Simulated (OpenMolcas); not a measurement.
# Ionisation energies of beryllium

```yaml
Program: OpenMolcas
Basis: ANO-RCC-VTZP [4s3p2d1f]
Scalar_Hamiltonian: DKH2, point nucleus
Spin-orbit_coupling: RASSI with atomic mean-field integrals over the reference wave functions, term energies averaged over their components
```

Active shells in each charge state: the valence s, p shells, with orbitals averaged over the low states. Where CASPT2's correlated closed shells are named, they are those of the first ion.

A. CASSCF
B. SS-CASPT2, IPEA 0.25 Eh, imaginary shift 0.1 Eh (closed shells correlated: 1s)
C. SS-CASPT2, IPEA 0.25 Eh, imaginary shift 0.1 Eh (closed shells correlated: none)
D. SS-CASPT2, IPEA 0 Eh, imaginary shift 0.1 Eh (closed shells correlated: 1s)

Energies in eV between the lowest computed levels, named as in B; reference values from the NIST Atomic Spectra Database with their kind.

| From | To | A | B | C | D | Spin-orbit share in B | Reference |
| --- | --- | --- | --- | --- | --- | --- | --- |
| Be 2s² ¹S₀ | Be+ 2s ²S_1/2 | 9.238 | 9.279 | 9.278 | 9.282 | +0.000 | 9.323 (measured) |
| Be+ 2s ²S_1/2 | Be2+ 1s² ¹S₀ | 18.127 | 18.158 | 18.127 | 18.158 | +0.000 | 18.211 (measured) |

Error against the reference values, in %:

| From | Reference | A | B | C | D |
| --- | --- | --- | --- | --- | --- |
| Be | measured | -0.9 | -0.5 | -0.5 | -0.4 |
| Be+ | measured | -0.5 | -0.3 | -0.5 | -0.3 |

Mean absolute error over the 2 measured values: A 0.08 eV, B 0.05 eV, C 0.06 eV, D 0.05 eV.
